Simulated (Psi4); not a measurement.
C2H5O2 (SMILES CC(O)=[OH+]), charge +1, singlet, at a GFN2-xTB geometry, with bond 7-1 at 1.5 times its length; HF/def2-SV(P) in Psi4.

Here is a job for Psi4.
```
memory 2 GB

molecule mol {
1 1
  C    -1.395710    0.143204    0.067479
  C     0.059458   -0.014833   -0.018194
  O     0.548486   -0.533557   -1.063888
  O     0.867484    0.348758    0.912558
  H    -1.659795    1.202130    0.137547
  H    -1.879424   -0.282290   -0.809453
  H    -1.984636   -0.574240    1.418040
  H     1.524551   -0.625261   -1.099834
  H     0.492742    0.748688    1.718822
}

set basis def2-sv(p)
set reference uhf
set stability_analysis follow
set scf_type pk

energy('scf')
print_variables()
```

The log (banner, timings and long lists left out):

```
   => Loading Basis Set <=

    Name: DEF2-SV(P)
    Role: ORBITAL
    Keyword: BASIS

         ---------------------------------------------------------
                                   SCF
               by Justin Turney, Rob Parrish, Andy Simmonett
                          and Daniel G. A. Smith
                              UHF Reference
         ---------------------------------------------------------

  ==> Geometry <==

    Molecular point group: c1
    Full point group: C1

    Geometry (in Angstrom), charge = 1, multiplicity = 1:

       Center              X                  Y                   Z               Mass
    ------------   -----------------  -----------------  -----------------  -----------------
         C           -1.446166284619     0.158650685670     0.074906397539    12.000000000000
         C            0.009001715381     0.000613685670    -0.010766602461    12.000000000000
         O            0.498029715381    -0.518110314330    -1.056460602461    15.994914619570
         O            0.817027715381     0.364204685670     0.919985397539    15.994914619570
         H           -1.710251284619     1.217576685670     0.144974397539     1.007825032230
         H           -1.929880284619    -0.266843314330    -0.802025602461     1.007825032230
         H           -2.035092284619    -0.558793314330     1.425467397539     1.007825032230
         H            1.474094715381    -0.609814314330    -1.092406602461     1.007825032230
         H            0.442285715381     0.764134685670     1.726249397539     1.007825032230

  Running in c1 symmetry.

  Rotational constants: A =      0.35458  B =      0.30209  C =      0.17106 [cm^-1]
  Rotational constants: A =  10630.12744  B =   9056.51383  C =   5128.13863 [MHz]
  Nuclear repulsion =  129.333677250564506

  Charge       = 1
  Multiplicity = 1
  Electrons    = 32
  Nalpha       = 16
  Nbeta        = 16

  ==> Algorithm <==

  SCF Algorithm Type is PK.
  DIIS enabled.
  MOM disabled.
  Fractional occupation disabled.
  Guess Type is SAD.
  Energy threshold   = 1.00e-06
  Density threshold  = 1.00e-06
  Integral threshold = 1.00e-12

  ==> Primary Basis <==

  Basis Set: DEF2-SV(P)
    Blend: DEF2-SV(P)
    Number of shells: 34
    Number of basis functions: 66
    Number of Cartesian functions: 70
    Spherical Harmonics?: true
    Max angular momentum: 2

  ==> Integral Setup <==

  Using in-core PK algorithm.
   Calculation information:
[...]

    Wavefunction stable under totally symmetric rotations.
    Lowest totally symmetric eigenvalue: 0.008863
    Lowest UHF->UHF stability eigenvalues:
       A 0.008863

    Stability analysis over.

  ==> Post-Iterations <==

   @Spin Contamination Metric:   6.750155990E-14
   @S^2 Expected:                0.000000000E+00
   @S^2 Observed:                6.750155990E-14
   @S   Expected:                0.000000000E+00
   @S   Observed:                0.000000000E+00

    Orbital Energies [Eh]
    ---------------------

    Alpha Occupied:

[...]
      16A     -0.674926

    Alpha Virtual:

[...]
    Beta Occupied:

[...]
      16A     -0.674926

    Beta Virtual:

[...]
    Final Occupation by Irrep:
              A
    DOCC [    16 ]
    SOCC [     0 ]
    NA   [    16 ]
    NB   [    16 ]

  @UHF Final Energy:  -227.84299464283453

   => Energetics <=

    Nuclear Repulsion Energy =            129.3336772505645058
    One-Electron Energy =                -559.0849069704547674
    Two-Electron Energy =                 201.9082350770557355
    Total Energy =                       -227.8429946428345261

  UHF NO Occupations:
  HONO-2 :   14  A 2.0000000
  HONO-1 :   15  A 2.0000000
  HONO-0 :   16  A 2.0000000
  LUNO+0 :   17  A 0.0000000
  LUNO+1 :   18  A 0.0000000
  LUNO+2 :   19  A 0.0000000
  LUNO+3 :   20  A 0.0000000

Computation Completed

Properties will be evaluated at   0.000000,   0.000000,   0.000000 [a0]

Properties computed using the SCF density matrix

 Multipole Moments:

 ------------------------------------------------------------------------------------
     Multipole            Electronic (a.u.)      Nuclear  (a.u.)        Total (a.u.)
 ------------------------------------------------------------------------------------

 L = 1.  Multiply by 2.5417464519 to convert [e a0] to [Debye]
 Dipole X            :          3.2664074           -3.5174821           -0.2510748
 Dipole Y            :         -0.2173811            0.5113630            0.2939818
 Dipole Z            :         -0.5752095            1.3139192            0.7387097
 Magnitude           :                                                    0.8337601

 ------------------------------------------------------------------------------------

  Variable Map:
  ----------------------------------------------------------------------------
[...]
  Array Variable Map:
  ----------------------------------------------------------------------------
[...]
[...]
```
